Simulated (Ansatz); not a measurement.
BaF, charge +1, singlet, geometry from GFN2-xTB (such geometries of metal compounds can be far from the true shape) (core potentials on Ba); PBE/def2-SVP run with Ansatz (an electronic-structure program).

Ansatz was given this input:
Ansatz 0.2 input:
```yaml
crystal:
  periodic: [false, false, false]
  atoms:
    - {symbol: Ba, position_ang: [-0.00000000, -0.00000000, -0.32543584]}
    - {symbol: F, position_ang: [0.00000000, 0.00000000, 2.02493413]}
basis:
  gaussian:
    orbitals: def2-SVP
hamiltonian:
  xc: pbe
total_charge: 1
accuracy: high
```

Output, abridged:

```
Functional definition: PBE
626 factors; integrals over basis functions are off by at most 2.5e-7 eV
mean field evaluation 1: about -3378.0118 eV, gradient 1.2e2 eV
mean field evaluation 2: about -3011.8820 eV, gradient 2.4e2 eV
mean field evaluation 4: about -3401.5969 eV, gradient 9.2e0 eV
mean field evaluation 8: about -3401.9543 eV, gradient 2.6e-1 eV
mean field evaluation 16: about -3401.9545 eV, gradient 5.0e-8 eV
mean field -3401.95445717 eV, -125.0195203735 hartree, gradient 2.3e-8 eV, S^2 0.000000; 0 other end points of the search recorded, 0 dependent functions left out
reference -3401.95446237 eV, -125.0195205644 hartree; 9, 9 occupied and 35, 35 virtual orbitals, 626 factors
Total energy: -3401.95446237 eV, -125.0195205644 hartree
```
